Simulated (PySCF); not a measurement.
**Iron: a sound run and one with changed settings**

Sound run: Fe²⁺ [Ar] 3d6, Fe³⁺ [Ar] 3d5. All numbers are calculated (PySCF 2.14, the spin-free X2C one-electron Hamiltonian (Gaussian nucleus), in aug-cc-pVDZ-DK (7s6p4d2f, 59 functions)). In the sound run the correlated levels freeze [Ar]. The sound run starts from symmetry-adapted Hartree-Fock orbitals and uses a fine grid where one is needed.

Changed run: no relativity, point nucleus. This setting is unsound on purpose.

```
species  method  sound run (hartree)  changed run (hartree)  converged
   Fe²⁺     UHF          -1270.54505            -1257.46281        yes
   Fe²⁺  M06-2X          -1271.73352            -1258.65631        yes
   Fe²⁺    MN15          -1272.44753            -1259.38221        yes
   Fe²⁺     MP2          -1270.64495            -1257.56194        yes
   Fe³⁺     UHF          -1269.49894            -1256.40799        yes
   Fe³⁺  M06-2X          -1270.60328            -1257.51778        yes
   Fe³⁺    MN15          -1271.30269            -1258.22745        yes
   Fe³⁺     MP2          -1269.54780            -1256.45653        yes
```

Ionisation energy of Fe²⁺:

```tsv
method	sound run (eV)	changed run (eV)
UHF	28.466	28.703
M06-2X	30.755	30.981
MN15	31.153	31.422
MP2	29.855	30.080
SCS-MP2	29.898	30.123
```

Most of the change in total energy is the relativistic energy itself. On top of that the contraction fixes the core shape for the Hamiltonian it was made with, so the changed run is not a good calculation with the other Hamiltonian either.

For comparison, NIST gives 30.651 ± 0.012 eV between the lowest levels.
